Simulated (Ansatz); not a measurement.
H8N2OSi2, SMILES `N[SiH](O)N[SiH3]`. The species carries charge 0 and has multiplicity 1. The structure was optimised at the PBE0-D4/def2-TZVP level. It is one conformer, not always the lowest.

```xyz
13

N    -1.237   -1.576    1.177
Si   -1.000   -0.379   -0.014
O    -0.608   -0.839   -1.547
N     0.301    0.603    0.533
Si    1.448    1.453   -0.440
H    -0.467   -2.080    1.586
H    -2.094   -2.102    1.219
H    -2.304    0.295   -0.199
H     0.214   -1.316   -1.675
H     0.314    0.819    1.518
H     2.248    0.512   -1.273
H     2.367    2.175    0.479
H     0.819    2.436   -1.362
```

Problem. What is the dipole moment at B3LYP/def2-TZVPP? (Best estimate.)

Solution. Computed: 2.52 D, with components (0.71, -1.64, 1.77) D in this frame, pointing from negative to positive charge.

Problem. And with PBE, r2SCAN, ωB97M-V? (Best estimate.)

Solution. The calculation gave: PBE 2.53 D, r2SCAN 2.56 D, ωB97M-V 2.55 D.

Problem. Give the Mulliken charges with B3LYP, PBE, r2SCAN in def2-TZVPP. (Best estimate.)

Solution. Computed: 
| atom | B3LYP | PBE | r2SCAN |
| --- | --- | --- | --- |
| N1 | -0.41 | -0.39 | -0.46 |
| Si2 | 0.60 | 0.48 | 0.64 |
| O3 | -0.39 | -0.35 | -0.41 |
| N4 | -0.37 | -0.30 | -0.42 |
| Si5 | 0.33 | 0.25 | 0.37 |
| H6 | 0.14 | 0.15 | 0.16 |
| H7 | 0.14 | 0.15 | 0.16 |
| H8 | -0.11 | -0.10 | -0.11 |
| H9 | 0.18 | 0.18 | 0.20 |
| H10 | 0.13 | 0.14 | 0.15 |
| H11 | -0.09 | -0.08 | -0.10 |
| H12 | -0.08 | -0.06 | -0.08 |
| H13 | -0.07 | -0.06 | -0.08 |

B3LYP here is the variant with VWN-RPA as its local correlation; programs differ in this.
